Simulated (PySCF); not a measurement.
Ligand exchange on a metal centre used in film growth or etching (Mo Cl-F). Gas-phase values, no solvent.

The HOMO–LUMO gap from two functionals at the same geometries (TPSS-D3(BJ)/def2-SVP), both in PySCF: PBE-D3(BJ)/def2-TZVP and B3LYP-D3(BJ)/def2-TZVP. B3LYP has the VWN-RPA correlation part, as in Gaussian. 

```tsv
species	PBE-D3(BJ)/def2-TZVP (eV)	B3LYP-D3(BJ)/def2-TZVP (eV)
0 of 6 Cl replaced by F ([Mo(Cl)6])	1.55	2.83
3 of 6 Cl replaced by F	1.80	3.07
5 of 6 Cl replaced by F	2.77	4.19
6 of 6 Cl replaced by F ([Mo(F)6])	4.37	6.31
```

Over these rows, drawn at random from the members with no instability flagged (it was tested for open shells, ions and some series alone), PBE minus B3LYP-D3(BJ): mean -1.48 eV, from -1.94 eV to -1.27 eV.
